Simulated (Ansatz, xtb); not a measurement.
Stretching the Si1–H4 bond in C2H4Si (SMILES C#C[SiH3]) (multiplicity 1 held, fragments rigid). Energies count from the point at 1.479 Å.
Geometry at that point (charge 0, multiplicity 1):
```xyz
7

Si    -0.94558    -0.07811    -0.46973
C      0.68460     0.05655     0.34009
C      1.76131     0.14550     0.87496
H     -1.05376     0.95013    -1.52668
H     -1.08493    -1.42239    -1.06941
H     -2.01018     0.12954     0.53507
H      2.71147     0.22399     1.34697
```

R- and RO- levels are restricted; in cc, def2 and unpolarised 6-31G sets they are followed outwards from rest. U- levels take the lowest unrestricted solution at each point, which mixes spins at long bonds. Levels need not reach the same state.

Correlated levels freeze the cores.

Programs: Ansatz (an electronic-structure program) with Gaussian orbitals; xtb for the GFN methods.  The GFN methods have no spin term and hold the electronic entropy of 300 K.

Task: One of these levels gives 3.255 eV for the energy at R = 4.731 Å. Which one is it?
A. U-HF/cc-pV(D+d)Z
B. GFN2-xTB
C. R-HF/cc-pV(D+d)Z
D. U-MP2/cc-pV(D+d)Z

Result: A, U-HF/cc-pV(D+d)Z. The others give 4.364 (GFN2-xTB), 7.544 (R-HF/cc-pV(D+d)Z), 3.998 (U-MP2/cc-pV(D+d)Z)

Doubts at one or more of the structures used: a restricted determinant that unrestricted orbitals would lower (R-HF/cc-pV(D+d)Z); a spin-contaminated determinant (U-HF/cc-pV(D+d)Z, U-MP2/cc-pV(D+d)Z).
